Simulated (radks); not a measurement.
The numbers below are computed, except where a source is named.
Mean orbital radii <r> (bohr) of neutral arsenic, [Ar] 3d10 4s2 4p3, at several levels of relativity; Dirac values are averaged over j with weights 2j + 1. Spin-unpolarised spherical Kohn-Sham, LDA (Slater exchange, Perdew-Wang correlation), point nucleus unless stated (finite: rms radius 4.0968 fm), a radial shooting solver on a logarithmic mesh with Libxc functionals. A level marked "c x" has the speed of light scaled by that factor and shares open shells by 2j + 1; other Dirac levels either fill j = l - 1/2 first or share by 2j + 1.

shell,non-rel.,"scalar-rel., finite nucleus","Dirac, 2j+1 shares, finite nucleus","Dirac, c x 1.5","change of magnitude, last against first (%)"
1s,0.04644,0.04556,0.04556,0.04605,-0.84
2s,0.2070,0.2031,0.2028,0.2052,-0.89
2p,0.1790,0.1774,0.1773,0.1782,-0.42
3s,0.6105,0.5995,0.5994,0.6056,-0.80
3p,0.6227,0.6180,0.6179,0.6206,-0.34
3d,0.6757,0.6789,0.6790,0.6771,+0.21
4s,1.965,1.931,1.931,1.950,-0.75
4p,2.549,2.545,2.545,2.548,-0.08
5s (empty),7.606,7.463,7.463,7.543,-0.83
